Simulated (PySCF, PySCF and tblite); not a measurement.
A run on one conformer of C7H12FN, numbered as in [CH3:1][C@@:2]1([CH:3]2[CH2:4][CH2:5]2)[NH:6][C@@H:7]1[CH2:8][F:9], from an ensemble study. The sound level was KT3/pcSseg-1 (IEF-PCM, tetrahydrofuran) on GFN2-xTB geometries.

Input:

```
{"job": {"xc": "KT3", "basis": "pcSseg-1", "solvent": "chloroform", "kind": "nmr", "pop": false}, "charge": 0, "multiplicity": 1}
C      0.153100     1.881500     0.867700
C      0.185400     0.598500     0.075700
C     -0.818500    -0.464200     0.552600
C     -1.633300    -1.331500    -0.391300
C     -2.320200    -0.259400     0.400100
N      0.482100     0.690200    -1.360200
C      1.548400     0.204500    -0.489400
C      1.992900    -1.215500    -0.550400
F      2.550100    -1.553100     0.644200
H      0.894600     2.603200     0.536700
H     -0.840400     2.356700     0.766600
H      0.319400     1.682400     1.932200
H     -0.535600    -0.943000     1.492400
H     -1.797500    -2.368200    -0.089100
H     -1.525000    -1.191400    -1.450100
H     -2.961600    -0.547000     1.229600
H     -2.664200     0.612800    -0.154500
H      0.641100     1.658400    -1.623700
H      2.391000     0.865300    -0.319800
H      1.179400    -1.921800    -0.749400
H      2.749900    -1.341500    -1.320600
```

Command: OMP_NUM_THREADS=1 python ens_run.py task.json out

Output:

```
coarse grid: 17192 points
cycle   1  E = -434.7651652949  dE =  9.624e-01  |g| = 7.516e-01  |ddm| = 4.100e+00
cycle   2  E = -434.6234340852  dE =  1.417e-01  |g| = 1.159e+00  |ddm| = 1.769e+00
cycle   3  E = -434.8811365234  dE = -2.577e-01  |g| = 1.155e-01  |ddm| = 1.123e+00
cycle   4  E = -434.8836041004  dE = -2.468e-03  |g| = 4.612e-02  |ddm| = 1.275e-01
cycle   5  E = -434.8840655231  dE = -4.614e-04  |g| = 6.562e-03  |ddm| = 4.273e-02
cycle   6  E = -434.8840721896  dE = -6.667e-06  |g| = 3.627e-03  |ddm| = 8.648e-03
cycle   7  E = -434.8840753391  dE = -3.149e-06  |g| = 6.016e-04  |ddm| = 3.475e-03
final grid: 165520 points
cycle   8  E = -434.9094504817  dE = -3.279e-04  |g| = 2.261e-02  |ddm| = 8.593e-02
cycle   9  E = -434.9093025130  dE =  1.480e-04  |g| = 3.845e-02  |ddm| = 4.182e-02
cycle  10  E = -434.9095219464  dE = -2.194e-04  |g| = 1.584e-03  |ddm| = 2.829e-02
cycle  11  E = -434.9095224123  dE = -4.659e-07  |g| = 7.243e-04  |ddm| = 2.099e-03
cycle  12  E = -434.9095225248  dE = -1.126e-07  |g| = 1.807e-04  |ddm| = 8.311e-04
cycle  13  E = -434.9095225317  dE = -6.890e-09  |g| = 5.731e-05  |ddm| = 2.263e-04
cycle  14  E = -434.9095225325  dE = -7.441e-10  |g| = 1.346e-05  |ddm| = 6.456e-05
converged SCF energy = -434.9095225325

GIAO shielding tensors (ppm)
atom      isotropic    diamagn.    paramagn.     s11        s22        s33       span
  0 C      156.640     246.174     -89.534    128.986    153.816    187.119     58.133
  1 C      143.381     250.078    -106.697    108.756    129.457    191.931     83.175
  2 C      165.627     245.393     -79.766    131.694    148.508    216.679     84.985
  3 C      177.189     251.864     -74.676    151.796    174.736    205.034     53.238
  4 C      179.146     254.288     -75.142    152.001    173.505    211.933     59.932
  5 N      204.844     319.963    -115.119    138.733    227.032    248.766    110.033
  6 C      141.224     255.843    -114.619    110.375    125.955    187.342     76.967
  7 C      101.465     242.160    -140.695     64.155     84.750    155.491     91.336
  8 F      418.678     473.793     -55.115    390.139    409.776    456.119     65.980
  9 H       31.135      31.286      -0.150     26.252     28.739     38.415     12.163
 10 H       29.540      30.282      -0.742     24.782     28.435     35.402     10.621
 11 H       29.430      30.110      -0.680     25.830     26.453     36.007     10.177
 12 H       30.343      32.490      -2.147     23.188     28.714     39.125     15.937
 13 H       30.975      29.901       1.073     25.667     26.089     41.169     15.502
 14 H       31.158      32.296      -1.138     25.660     30.019     37.795     12.136
 15 H       30.941      30.283       0.657     25.293     26.347     41.182     15.889
 16 H       31.097      32.184      -1.087     25.801     29.032     38.458     12.657
 17 H       31.469      34.145      -2.676     25.157     25.892     43.357     18.200
 18 H       29.553      33.899      -4.346     23.207     28.926     36.526     13.319
 19 H       27.107      30.760      -3.652     23.199     28.915     29.208      6.009
 20 H       26.776      27.320      -0.544     21.887     27.288     31.153      9.265
```

**Question.** What is wrong with this calculation?

**Answer.** The setting at fault: geometries not relaxed beyond the force field. (The solvent model also differs from the sound level's.) The run converged.
